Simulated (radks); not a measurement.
Charge is removed step by step from the 4f down level of Er3+, starting from [Xe] 4f(up 7, down 4). Calculated with a radial shooting solver on a logarithmic mesh with Libxc functionals: scalar-relativistic Kohn-Sham, PBEsol, spin-polarised, spherical densities, point nucleus.

removed (e) = 0: E - E(0) (eV) 0.000; eigenvalue (eV) -34.172; E minus straight line (eV) 0.000
removed (e) = 0.125: E - E(0) (eV) 4.425; eigenvalue (eV) -36.560; E minus straight line (eV) -1.087
removed (e) = 0.25: E - E(0) (eV) 9.152; eigenvalue (eV) -38.988; E minus straight line (eV) -1.873
removed (e) = 0.375: E - E(0) (eV) 14.184; eigenvalue (eV) -41.455; E minus straight line (eV) -2.353
removed (e) = 0.5: E - E(0) (eV) 19.528; eigenvalue (eV) -43.959; E minus straight line (eV) -2.522
removed (e) = 0.625: E - E(0) (eV) 25.186; eigenvalue (eV) -46.501; E minus straight line (eV) -2.376
removed (e) = 0.75: E - E(0) (eV) 31.165; eigenvalue (eV) -49.078; E minus straight line (eV) -1.910
removed (e) = 0.875: E - E(0) (eV) 37.468; eigenvalue (eV) -51.691; E minus straight line (eV) -1.119
removed (e) = 1: E - E(0) (eV) 44.100; eigenvalue (eV) -54.339; E minus straight line (eV) 0.000

Removing the whole electron costs 44.100 eV by Delta-SCF, against 34.172 eV from minus the eigenvalue at the starting occupation. Slater's transition state (half an electron removed) gives 43.959 eV. Integrating minus the eigenvalue over the occupation (Janak's theorem) gives 44.058 eV. In this scalar-relativistic scheme the density is built from large components alone, so the theorem holds only approximately. The mean slope of the eigenvalue, de/dn, is 20.2 eV per electron. Ionisation energy of Er3+ in the NIST Atomic Spectra Database: 42.42 eV (semi-empirical).
